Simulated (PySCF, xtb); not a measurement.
C2H5BF2O, SMILES CCOB(F)F.

Coordinates come from a TPSSh-D3(BJ)/def2-SVP optimisation. Other conformers were not sampled.

Level of theory: IEF-PCM-B3LYP/def2-SVP (PySCF).

The values are the electrostatic part of the solvation free energy, E(continuum) − E(gas) at the gas-phase geometry, in a cavity of scaled van der Waals radii (PySCF's table); cavitation and dispersion terms are not included. In vacuum the orbital gap is 10.16 eV. The dipole moment in vacuum is 2.46 D.

Computed values in water (ε = 78.36), cyclohexanone (ε = 15.62), methanol (ε = 32.61):
| solvent | ε | ΔG(elec) (kcal/mol) | dipole (D) | gap (eV) |
|---|---|---|---|---|
| water | 78.36 | -3.0 | 2.87 | 10.13 |
| cyclohexanone | 15.62 | -2.8 | 2.84 | 10.13 |
| methanol | 32.61 | -2.9 | 2.86 | 10.13 |

For comparison, GFN2-xTB/ALPB(water) (xtb, at the GFN2-xTB geometry, all terms of that model) gives -2.7 kcal/mol.
